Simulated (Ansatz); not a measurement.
`O[SiH]([SiH3])[AlH][Cl]` and `O[SiH]([SiH3])O[SiH3]` differ in one atom or group.

Ansatz, PBE0-D4/def2-TZVP geometries, multiplicity 1. Each molecule was computed in one conformer, which needn't be the lowest.

```csv
property,`O[SiH]([SiH3])[AlH][Cl]`
LUMO energy (ωB97M-V/def2-TZVPP) / eV,-0.45
LUMO energy (PBE/def2-TZVPP) / eV,-2.81
HOMO–LUMO gap (PBE/def2-TZVPP) / eV,3.52
size of the dipole moment (B3LYP/def2-TZVPP) / D,0.98
zero-point energy (PBE0-D4/def2-TZVP) / kJ/mol,148.2
HOMO energy (PBE0/def2-TZVPP) / eV,-7.41
```

Problem. Give the same properties after the change, and the shifts. (Estimate.)

Solution. Computed: 
| property | `O[SiH]([SiH3])O[SiH3]` | shift |
| --- | --- | --- |
| LUMO energy (ωB97M-V/def2-TZVPP) / eV | 1.34 | 1.79 |
| LUMO energy (PBE/def2-TZVPP) / eV | -1.17 | 1.64 |
| HOMO–LUMO gap (PBE/def2-TZVPP) / eV | 5.40 | 1.88 |
| size of the dipole moment (B3LYP/def2-TZVPP) / D | 1.31 | 0.33 |
| zero-point energy (PBE0-D4/def2-TZVP) / kJ/mol | 205.2 | 57.0 |
| HOMO energy (PBE0/def2-TZVPP) / eV | -7.79 | -0.38 |

With PBE0 the HOMO falls by 0.38 eV and the LUMO rises by 1.77 eV, so the gap widens by about 2.15 eV. PBE moves the HOMO by -0.24 eV and ωB97M-V by -0.53 eV. The zero-point energy changes by 57.0 kJ/mol with +6 modes. Dipoles are sizes alone; their direction can turn.

B3LYP here is the variant with VWN-RPA as its local correlation; programs differ in this.
